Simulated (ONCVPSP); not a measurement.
**Cutoff test, Pb (Z = 82), ONCV**

* Element: lead (Pb)
* Generator: ONCVPSP 4.0.1
* Type: optimised norm-conserving Vanderbilt (ONCV)
* Functional: PW91
* Relativity: scalar-relativistic
* Frozen core: [Kr] 4d10 4f14
* Valence charge: 22
* Reference configuration: 5s2 5p6 5d10 6s2 6p2
* Partial waves: 5s+6s: rc 1.55 bohr, ncon 4, nbas 7, qcut 7.9 1/bohr, 2 projectors; 5p+6p: rc 1.50 bohr, ncon 4, nbas 7, qcut 9.2 1/bohr, 2 projectors; 5d: rc 1.55 bohr, ncon 5, nbas 9, qcut 8.9 1/bohr, 2 projectors, debl 3.3 Ha
* Local potential: polynomial inside 1.50 bohr (lpopt 5, dvloc0 3 Ha)
* Core correction: Teter function fitted to the true core (icmod 2), fcfact 0.7

Q: For each optimised wave give the share of its norm inside rc, the residual kinetic energy above qcut (Ha) and the cutoffs (Ha) for errors of 10, 1, 0.1 and 0.01 mHa per electron.

A:

| wave | norm inside rc | residual KE | 10 mHa | 1 mHa | 0.1 mHa | 0.01 mHa |
| --- | --- | --- | --- | --- | --- | --- |
| 5s | 0.984 | 7.2e-06 | 16.6 | 22.8 | 26.9 | 31.1 |
| 6s | 0.147 | 4.3e-05 | 16.7 | 24.2 | 29.5 | 58.8 |
| 5p | 0.934 | 1.5e-06 | 13.8 | 26.1 | 33.5 | 38.3 |
| 6p | 0.037 | 2.1e-06 | 10.8 | 15.7 | 31.9 | 38.3 |
| 5d | 0.737 | 4.4e-06 | 20.0 | 25.0 | 29.2 | 33.5 |
| d projector 2 | 0.080 | 3.8e-06 | 19.2 | 24.6 | 28.9 | 32.9 |

The occupied waves need 26 Ha and 33 Ha for 1 and 0.1 mHa.
